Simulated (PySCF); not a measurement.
Simulation results for CH₆AlB, CH₇Al₂B, CH₄AlB, CH₆AlB₂ and others

All values are calculated (PySCF 2.14.0). Calculation on a computer-drawn molecule: the log of a Hartree-Fock and frozen-core CCSD(T) single point meant for a local Hartree-Fock minimum, with one planted fault or none, to be diagnosed. Offsets are logged minus clean, where the clean run is the same molecule without the fault. The reference is restricted for singlets and unrestricted otherwise, and also for a bond in bohr or an excited solution. Adding or removing an electron swaps singlet and doublet. The excited solution moves the top pair (singlet) or top alpha electron (doublet) to the lowest empty orbital. Highest occupied and lowest empty are orbital energies over both spins, largest force is the largest gradient component, triples share is (T) over the correlation energy, the T1 limit is 0.02 restricted and 0.045 unrestricted, electrons count all cores, a negative frequency is imaginary (commonest isotopes), and the dipole is about the centre of nuclear charge.

Common to all runs: meant charge 0; meant basis cc-pV(D+d)Z; logged SCF converged yes; possible faults no fault, one electron removed, one electron added, multiplicity raised by two, geometry at a saddle point, SCF held on an excited solution, minimal basis STO-3G, one bond length entered in bohr, all coordinates scaled.

```json
{"entry": 1, "formula": "CH6AlB", "logged_structure": {"atoms_angstrom": [["B", -0.2404, 1.2341, 1.0335], ["C", 1.1551, 1.7327, 0.6172], ["Al", 2.2292, 0.2316, -0.1162], ["H", -1.1488, 1.2008, 0.243], ["H", -0.4389, 0.7989, 2.1392], ["H", 1.1367, 2.4553, -0.2068], ["H", 1.7616, 2.0999, 1.4525], ["H", 2.1699, -0.102, -1.6595], ["H", 3.1932, -0.5856, 0.8321]]}, "given": {"meant_multiplicity": 1, "logged_electrons": 30, "logged_basis_functions": 81, "logged_spin_squared": 2.014, "logged_highest_occupied [eV]": -5.4296, "logged_lowest_empty [eV]": -2.2076, "logged_largest_force [hartree/bohr]": 0.098429, "logged_T1_diagnostic": 0.032303, "logged_D1_diagnostic": 0.13946, "logged_triples_share": 0.02852, "logged_CC_converged": "yes", "logged_dipole_magnitude [debye]": 3.5478, "logged_SCF_stable_within_its_kind": "yes", "logged_energy_HF [hartree]": -307.77712, "logged_energy_CCSD(T) [hartree]": -308.12521, "drawn_bonds_atom": [1, 2, 1, 1, 2, 2, 3, 3], "drawn_bonds_other_atom": [2, 3, 4, 5, 6, 7, 8, 9], "drawn_bonds_order": [1, 1, 1, 1, 1, 1, 1, 1]}, "results": {"planted_fault": "multiplicity raised by two", "HF_energy_offset_from_clean_run [kcal/mol]": 105.3, "CCSD(T)_energy_offset_from_clean_run [kcal/mol]": 110.3}}
{"entry": 2, "formula": "CH7Al2B", "logged_structure": {"atoms_angstrom": [["B", -1.3594, -0.3562, -0.5427], ["C", -0.267, -0.2819, -1.6175], ["Al", 1.3364, 0.6784, -0.8957], ["Al", 2.554, -0.061, 1.3104], ["H", -1.3004, -1.1749, 0.3423], ["H", -2.2581, 0.4451, -0.504], ["H", 0.1971, -1.2573, -1.8306], ["H", -0.5395, 0.2254, -2.5456], ["H", 1.8804, 1.8692, -1.7979], ["H", 2.2668, 0.6456, 2.7046], ["H", 3.6269, -1.2338, 1.3282]]}, "given": {"meant_multiplicity": 1, "logged_electrons": 44, "logged_basis_functions": 35, "logged_spin_squared": 0.0, "logged_highest_occupied [eV]": -5.8623, "logged_lowest_empty [eV]": 7.4189, "logged_largest_force [hartree/bohr]": 0.038155, "logged_T1_diagnostic": 0.01044, "logged_D1_diagnostic": 0.038295, "logged_triples_share": 0.013345, "logged_CC_converged": "yes", "logged_dipole_magnitude [debye]": 1.5048, "logged_SCF_stable_within_its_kind": "yes", "logged_energy_HF [hartree]": -543.832, "logged_energy_CCSD(T) [hartree]": -544.03688, "drawn_bonds_atom": [1, 2, 3, 1, 1, 2, 2, 3, 4, 4], "drawn_bonds_other_atom": [2, 3, 4, 5, 6, 7, 8, 9, 10, 11], "drawn_bonds_order": [1, 1, 1, 1, 1, 1, 1, 1, 1, 1]}, "results": {"planted_fault": "minimal basis STO-3G", "HF_energy_offset_from_clean_run [kcal/mol]": 4144, "CCSD(T)_energy_offset_from_clean_run [kcal/mol]": 4287}}
{"entry": 3, "formula": "CH7Al2B", "logged_structure": {"atoms_angstrom": [["B", -1.3594, -0.3562, -0.5427], ["C", -0.267, -0.2819, -1.6175], ["Al", 1.3364, 0.6784, -0.8957], ["Al", 2.554, -0.061, 1.3104], ["H", -1.3004, -1.1749, 0.3423], ["H", -2.2581, 0.4451, -0.504], ["H", 0.1971, -1.2573, -1.8306], ["H", -0.5395, 0.2254, -2.5456], ["H", 1.8804, 1.8692, -1.7979], ["H", 2.2668, 0.6456, 2.7046], ["H", 3.6269, -1.2338, 1.3282]]}, "given": {"meant_multiplicity": 1, "logged_electrons": 44, "logged_basis_functions": 109, "logged_spin_squared": 0.0, "logged_highest_occupied [eV]": -5.149, "logged_lowest_empty [eV]": -3.9016, "logged_largest_force [hartree/bohr]": 0.05104, "logged_CC_converged": "no", "logged_dipole_magnitude [debye]": 1.634, "logged_SCF_stable_within_its_kind": "no", "logged_energy_HF [hartree]": -550.11258, "drawn_bonds_atom": [1, 2, 3, 1, 1, 2, 2, 3, 4, 4], "drawn_bonds_other_atom": [2, 3, 4, 5, 6, 7, 8, 9, 10, 11], "drawn_bonds_order": [1, 1, 1, 1, 1, 1, 1, 1, 1, 1]}, "results": {"planted_fault": "SCF held on an excited solution", "HF_energy_offset_from_clean_run [kcal/mol]": 202.9}, "notes": ["CCSD not converged"]}
{"entry": 4, "formula": "CH4AlB", "logged_structure": {"atoms_angstrom": [["B", -2.0052, -1.092, 0.898], ["C", -0.9649, -0.9934, 2.0135], ["Al", -0.9469, -2.5553, 3.3219], ["H", -1.7566, -1.6585, -0.1373], ["H", -3.1276, -0.6794, 1.055], ["H", -1.1127, -0.1685, 2.7268], ["H", 0.0852, -1.0247, 1.6857]]}, "given": {"meant_multiplicity": 1, "logged_electrons": 28, "logged_basis_functions": 71, "logged_spin_squared": 0.0, "logged_highest_occupied [eV]": -7.8697, "logged_lowest_empty [eV]": 0.9737, "logged_largest_force [hartree/bohr]": 3.0607e-05, "logged_lowest_frequency [cm^-1]": 183.3, "logged_T1_diagnostic": 0.015247, "logged_D1_diagnostic": 0.043418, "logged_triples_share": 0.029564, "logged_CC_converged": "yes", "logged_dipole_magnitude [debye]": 0.99185, "logged_SCF_stable_within_its_kind": "yes", "logged_energy_HF [hartree]": -306.76848, "logged_energy_CCSD(T) [hartree]": -307.09934, "drawn_bonds_atom": [1, 2, 1, 1, 2, 2], "drawn_bonds_other_atom": [2, 3, 4, 5, 6, 7], "drawn_bonds_order": [1, 1, 1, 1, 1, 1]}, "results": {"planted_fault": "no fault", "HF_energy_offset_from_clean_run [kcal/mol]": 0.0, "CCSD(T)_energy_offset_from_clean_run [kcal/mol]": 0.0}}
{"entry": 5, "formula": "CH4AlB", "logged_structure": {"atoms_angstrom": [["B", -2.0052, -1.092, 0.898], ["C", -0.9649, -0.9934, 2.0135], ["Al", -0.9469, -2.5553, 3.3219], ["H", -1.7566, -1.6585, -0.1373], ["H", -3.1276, -0.6794, 1.055], ["H", -1.1127, -0.1685, 2.7268], ["H", 0.0852, -1.0247, 1.6857]]}, "given": {"meant_multiplicity": 1, "logged_electrons": 28, "logged_basis_functions": 71, "logged_spin_squared": 2.0089, "logged_highest_occupied [eV]": -6.2597, "logged_lowest_empty [eV]": -0.050053, "logged_largest_force [hartree/bohr]": 0.013356, "logged_T1_diagnostic": 0.021029, "logged_D1_diagnostic": 0.073361, "logged_triples_share": 0.031197, "logged_CC_converged": "yes", "logged_dipole_magnitude [debye]": 1.2268, "logged_SCF_stable_within_its_kind": "yes", "logged_energy_HF [hartree]": -306.7156, "logged_energy_CCSD(T) [hartree]": -307.01961, "drawn_bonds_atom": [1, 2, 1, 1, 2, 2], "drawn_bonds_other_atom": [2, 3, 4, 5, 6, 7], "drawn_bonds_order": [1, 1, 1, 1, 1, 1]}, "results": {"planted_fault": "multiplicity raised by two", "HF_energy_offset_from_clean_run [kcal/mol]": 33.18, "CCSD(T)_energy_offset_from_clean_run [kcal/mol]": 50.03}}
{"entry": 6, "formula": "CH6AlB2", "logged_structure": {"atoms_angstrom": [["B", -0.8035, -0.7098, -0.5647], ["C", -1.2288, -0.7331, 0.984], ["B", -2.0709, -1.9887, 1.5222], ["Al", -2.5687, 0.8784, 1.1003], ["H", 0.276, -0.2002, -0.9346], ["H", -1.5644, -1.1866, -1.4364], ["H", -0.4309, -0.3587, 1.7115], ["H", -1.9412, -2.4059, 2.6934], ["H", -2.8984, -2.5641, 0.7794], ["H", -2.4957, 2.0394, -0.072]]}, "given": {"meant_multiplicity": 2, "logged_electrons": 35, "logged_basis_functions": 95, "logged_spin_squared": 0.7565, "logged_highest_occupied [eV]": -8.3861, "logged_lowest_empty [eV]": 0.45993, "logged_largest_force [hartree/bohr]": 0.019534, "logged_T1_diagnostic": 0.016135, "logged_D1_diagnostic": 0.055581, "logged_triples_share": 0.031988, "logged_CC_converged": "yes", "logged_dipole_magnitude [debye]": 1.4262, "logged_SCF_stable_within_its_kind": "yes", "logged_energy_HF [hartree]": -332.58933, "logged_energy_CCSD(T) [hartree]": -333.01805, "drawn_bonds_atom": [1, 2, 2, 1, 1, 2, 3, 3, 4], "drawn_bonds_other_atom": [2, 3, 4, 5, 6, 7, 8, 9, 10], "drawn_bonds_order": [1, 1, 1, 1, 1, 1, 1, 1, 1]}, "results": {"planted_fault": "all coordinates scaled, by +3.9 %", "HF_energy_offset_from_clean_run [kcal/mol]": 6.662, "CCSD(T)_energy_offset_from_clean_run [kcal/mol]": 4.285}}
{"entry": 7, "formula": "CH6AlB2", "logged_structure": {"atoms_angstrom": [["B", -0.7734, -0.6831, -0.5435], ["C", -1.1826, -0.7056, 0.947], ["B", -1.9932, -1.9141, 1.465], ["Al", -2.4723, 0.8454, 1.059], ["H", 0.2656, -0.1927, -0.8995], ["H", -1.5056, -1.1421, -1.3825], ["H", -0.4147, -0.3452, 1.6473], ["H", -1.8683, -2.3156, 2.5923], ["H", -2.7896, -2.4679, 0.7501], ["H", -2.4021, 1.9628, -0.0693]]}, "given": {"meant_multiplicity": 2, "logged_electrons": 35, "logged_basis_functions": 30, "logged_spin_squared": 0.7568, "logged_highest_occupied [eV]": -5.2514, "logged_lowest_empty [eV]": 6.0975, "logged_largest_force [hartree/bohr]": 0.028932, "logged_T1_diagnostic": 0.013921, "logged_D1_diagnostic": 0.057295, "logged_triples_share": 0.01693, "logged_CC_converged": "yes", "logged_dipole_magnitude [debye]": 3.2671, "logged_SCF_stable_within_its_kind": "yes", "logged_energy_HF [hartree]": -328.58935, "logged_energy_CCSD(T) [hartree]": -328.78745, "drawn_bonds_atom": [1, 2, 2, 1, 1, 2, 3, 3, 4], "drawn_bonds_other_atom": [2, 3, 4, 5, 6, 7, 8, 9, 10], "drawn_bonds_order": [1, 1, 1, 1, 1, 1, 1, 1, 1]}, "results": {"planted_fault": "minimal basis STO-3G", "HF_energy_offset_from_clean_run [kcal/mol]": 2517, "CCSD(T)_energy_offset_from_clean_run [kcal/mol]": 2659}}
{"entry": 8, "formula": "CH7AlBN", "logged_structure": {"atoms_angstrom": [["B", -1.0427, -0.7921, -0.3588], ["C", -0.3646, 0.5376, -0.0524], ["N", -1.1725, 1.7282, 0.1929], ["Al", 0.9497, 0.7093, -1.5747], ["H", -0.4124, -1.8156, -0.2892], ["H", -2.1811, -0.8374, -0.7552], ["H", 1.0693, 0.286, 1.4452], ["H", -2.1005, 1.6057, -0.1723], ["H", -0.8024, 2.5584, -0.2359], ["H", 0.8104, 1.9908, -2.4923], ["H", 2.1668, -0.2835, -1.7311]]}, "given": {"meant_multiplicity": 1, "logged_electrons": 38, "logged_basis_functions": 100, "logged_spin_squared": 0.7418, "logged_highest_occupied [eV]": -9.1709, "logged_lowest_empty [eV]": 0.39729, "logged_largest_force [hartree/bohr]": 0.033551, "logged_T1_diagnostic": 0.046562, "logged_D1_diagnostic": 0.21982, "logged_triples_share": 0.036703, "logged_CC_converged": "yes", "logged_dipole_magnitude [debye]": 1.8528, "logged_SCF_stable_within_its_kind": "yes", "logged_energy_HF [hartree]": -362.85045, "logged_energy_CCSD(T) [hartree]": -363.38473, "drawn_bonds_atom": [1, 2, 2, 1, 1, 2, 3, 3, 4, 4], "drawn_bonds_other_atom": [2, 3, 4, 5, 6, 7, 8, 9, 10, 11], "drawn_bonds_order": [1, 1, 1, 1, 1, 1, 1, 1, 1, 1]}, "results": {"planted_fault": "one bond length entered in bohr, row 6 of the drawn bonds", "HF_energy_offset_from_clean_run [kcal/mol]": 67.7, "CCSD(T)_energy_offset_from_clean_run [kcal/mol]": 70.08}, "notes": ["T1 above single-reference limit"]}
```
